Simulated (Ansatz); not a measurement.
Ideal-gas functions of F2OTi, SMILES `[O]=[Ti]([F])[F]` at 600 K and 1 bar, from an Ansatz frequency run at PBE0-D4/def2-TZVP.

Molar mass 101.86 g/mol, point group Cs (symmetry number 1), electronic degeneracy 1, moments of inertia 63.849, 97.976, 161.417 u Å². Harmonic wavenumbers (cm⁻¹, unscaled): 31, 198, 274, 677, 791, 1111.

Use S(trans) = R[1.5 ln M + 2.5 ln T − 1.1517]; rotational temperatures θ = 24.2544 K / I; S(rot) = R[ln(√π/σ · √(T³/θAθBθC)) + 1.5]; for each mode x = 1.438777 ν̃/T, S = R[x/(eˣ − 1) − ln(1 − e⁻ˣ)] and H = RT x/(eˣ − 1); 1 cm⁻¹ = 0.0119627 kJ/mol; R = 8.31446 J/(mol·K).

By hand: the entropy, in J/(mol·K).

Translation 181.1. Rotation: θ = 0.3799, 0.2476, 0.1503 K, giving 114.7. Vibration, mode by mode: 29.93, 14.59, 11.95, 5.14, 4.14, 2.26, in all 68.0. Electronic 0.0. Sum 363.8 J/(mol·K).

By hand: H − E and G − E in kJ/mol, counted from the electronic energy.

Zero-point energy ½ × 3082 × 0.0119627 = 18.4; thermal vibration 16.9; translation, rotation and pV give 4 RT = 20.0. H − E = 55.3 kJ/mol, and G − E = 55.3 − 600 × 363.8/1000 = -163.0 kJ/mol.

Vibration gives 19 % of the entropy, 29.9 J/(mol·K) of it from the mode under 150 cm⁻¹: soft modes count most, and the harmonic formula is weakest for them.
